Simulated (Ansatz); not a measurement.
Mulliken charges of `I[SiH]1C=CN1` from ωB97M-V/def2-TZVPP in Ansatz (PBE0-D4/def2-TZVP geometry).

| atom | x (Å) | y (Å) | z (Å) | charge (e) |
| --- | --- | --- | --- | --- |
| I1 | -1.628 | 1.868 | -1.723 | -0.147 |
| Si2 | 0.147 | 0.981 | -0.308 | 0.421 |
| C3 | 0.774 | -0.701 | -0.658 | -0.394 |
| C4 | 0.122 | -1.067 | 0.467 | 0.129 |
| N5 | -0.435 | 0.074 | 1.088 | -0.326 |
| H6 | 1.032 | 2.127 | 0.001 | -0.024 |
| H7 | 1.408 | -1.295 | -1.293 | 0.110 |
| H8 | 0.032 | -2.049 | 0.929 | 0.120 |
| H9 | -1.362 | 0.015 | 1.479 | 0.110 |

**Question.** By hand: the dipole of these point charges (1 e Å = 4.8032 D).

**Answer.** Σ q r = (0.138, -0.185, 0.220) e Å, of length 0.319 e Å = 1.53 D.

**Question.** How does the dipole of the full density compare? (Best estimate.)

**Answer.** Computed: (-0.005, -0.261, 0.188) e Å, 1.55 D; the point charges give 0.99 times that, at 30° from its direction.

Point charges leave out the atoms' own dipoles, such as those of lone pairs, and Mulliken's split depends on the basis, so the two needn't agree.
